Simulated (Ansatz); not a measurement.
`[SiH3]/C=[CH]/[GeH3]` → `C=[CH][GeH3]` + `[SiH2]` at 700 K and 1 bar (silylene formation by 1,1-elimination).

Gas-phase electronic energies from Ansatz, PBE0-D4/def2-TZVP geometries. CBS: MP2 limit from def2 TZ/QZ plus the TZ coupled-cluster correction, frozen cores. This one scheme is used for every species. For Ge outer-core shells are correlated without core-valence functions, which leaves a few kJ/mol of doubt a bond. Scalar relativity is left out up to krypton.

```
               species  CCSD(T)/CBS energy (Eh)  H − E (kJ/mol)  S (J/(mol·K))
`[SiH3]/C=[CH]/[GeH3]`              -2446.06862           297.4          488.4
        `C=[CH][GeH3]`              -2155.78858           231.8          391.4
              `[SiH2]`               -290.19011            56.3          240.4
```

H − E and S are ideal-gas, rigid-rotor, harmonic terms from PBE0-D4/def2-TZVP. 1 Eh = 2625.50 kJ/mol, R = 8.31446 J/(mol·K).

Task: By hand: ΔE, ΔH, ΔS and ΔG.

Result: ΔE = (-2155.78858) + (-290.19011) − (-2446.06862) = 0.08993 Eh = 236.1 kJ/mol. Δ(H − E) = 231.8 + 56.3 − 297.4 = -9.3, so ΔH = 226.8 kJ/mol. ΔS = 391.4 + 240.4 − 488.4 = 143.4 J/(mol·K). ΔG = 226.8 − 700 × (143.4)/1000 = 126.4 kJ/mol.

Task: By hand: the equilibrium constant, and the temperature at which ΔG would vanish if ΔH and ΔS stayed fixed.

Result: log₁₀ K = −ΔG/(RT ln 10) = -9.4. ΔG = 0 at ΔH/ΔS = 1582 K.

The number of gas molecules changes by +1, which sets the sign of ΔS. A doubt of 5 kJ/mol in ΔE shifts log₁₀ K by 0.4 here. These are equilibria of isolated gas molecules and say nothing of rates. Largest T1 diagnostic: 0.014 (customary marks: 0.02 for closed shells, 0.045 for open ones).
